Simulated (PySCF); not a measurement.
B(H)2(NHMe) (CH6BN), SMILES CNB. Atoms are numbered in the order given.

```xyz
9

B      0.2522     1.3582     0.0000
H     -0.3832     2.3680     0.0000
H      1.4464     1.3597     0.0000
N     -0.4183     0.1463     0.0000
C      0.1714    -1.1825     0.0000
H     -1.4276     0.1417     0.0000
H     -0.1262    -1.7507    -0.8853
H     -0.1262    -1.7507     0.8853
H      1.2558    -1.0883     0.0000
```

Geometry optimised at B3LYP-D3(BJ)/def2-TZVP.

Method: PySCF with TDA-ωB97X/def2-SVPD.

Vertical excitations.  State labels are in the subgroup Cs.

```csv
state,symmetry,energy (eV),λ (nm),f,main pairs
S1,A",7.45,166,0.000,HOMO−1→LUMO+1 98 %
S2,A",7.67,162,0.008,"HOMO→LUMO 78 %, HOMO→LUMO+3 15 %"
S3,A',8.06,154,0.335,HOMO→LUMO+1 93 %
S4,A",8.99,138,0.015,"HOMO→LUMO+3 66 %, HOMO→LUMO+2 21 %"
S5,A',9.18,135,0.088,HOMO−1→LUMO 88 %
S6,A",9.36,132,0.044,HOMO→LUMO+2 64 %
S7,A",9.45,131,0.041,"HOMO−2→LUMO+1 81 %, HOMO−3→LUMO+1 13 %"
S8,A",10.06,123,0.001,HOMO→LUMO+4 78 %
S9,A',10.08,123,0.081,HOMO→LUMO+6 87 %
S10,A',10.18,122,0.031,"HOMO−1→LUMO+3 50 %, HOMO−1→LUMO+2 29 %, HOMO→LUMO+6 8 %"
T1,A',5.94,209,0,HOMO→LUMO+1 93 %
T2,A",6.88,180,0,HOMO−1→LUMO+1 97 %
T3,A",7.57,164,0,"HOMO→LUMO 71 %, HOMO→LUMO+3 20 %"
T4,A",8.67,143,0,"HOMO−2→LUMO+1 64 %, HOMO−3→LUMO+1 30 %"
```
Triplets are in the Tamm–Dancoff approximation.
